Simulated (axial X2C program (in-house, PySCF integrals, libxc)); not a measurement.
**Ionising PbB**

All values come from calculations with an in-house relativistic program for diatomic molecules, spin-free (one-electron X2C) or two-component (2c: spin–orbit coupling with atomic mean-field Coulomb and Gaunt terms, which also bring small scalar terms), in Dyall basis sets with cores contracted in-house; open shells are unrestricted.

Basis sets: B dyall-v3z, Pb dyall-cv3z.

```tsv
Hamiltonian	level	PbB state	Re (Å)	ωe (cm⁻¹)	De (eV)
spin-free	PBE0	M_S = 3/2, Λ = 0	2.241	513.9	2.58
2c	PBE0	Ω = 3/2	2.229	481.9	1.68
```

Adiabatic ionisation energy (minimum to minimum, no zero-point term) and constants of PbB⁺:

| Hamiltonian | level | PbB⁺ state | IE (eV) | Re (Å) | ωe (cm⁻¹) | De (eV) | fragments |
| --- | --- | --- | --- | --- | --- | --- | --- |
| spin-free | PBE0 | M_S = 1, Λ = 1 | 7.71 | 2.452 | 383.4 | 1.89 | Pb+ + B |
| 2c | PBE0 | Ω = 0 | 7.54 | 2.554 | 267.0 | 1.37 | Pb+ + B |

(1) Add the zero-point terms to the ionisation energy at PBE0, 2c, and say whether the electron removed was bonding.

(2) Close the cycle De(PbB⁺) + IE(PbB) = De(PbB) + IE(Pb) to find the atomic ionisation energy at PBE0, 2c.

Each entry is the lowest single determinant of a limited PBE0 search at one distance. De goes to single-determinant-based atoms at the same level (for ions the charge split of lowest energy) and is withheld (n/a) where an atom does not fit its ground term or J level. Main or longest-lived isotopes. One determinant is a doubtful description, or other states lie close, for PbB, PbB⁺; these need not be ground states, and all values refer to the states named. With several unpaired electrons the Ω given is that of one determinant, not necessarily of the lowest component. Some light 2c atoms are not at their ground J level, so De misses part of their lowering (0.04 eV or less). The functionals have no current term, which raises determinants with orbital currents.

Answers

(1) IE0 = IE + (ωe⁺ − ωe)/2 = 7.54 + (-0.013) = 7.53 eV. Re changes by 0.325 Å, so the bond lengthens, as on loss of a bonding electron.

(2) IE(Pb) = 1.37 + 7.54 − 1.68 = 7.23 eV, for the determinants used.
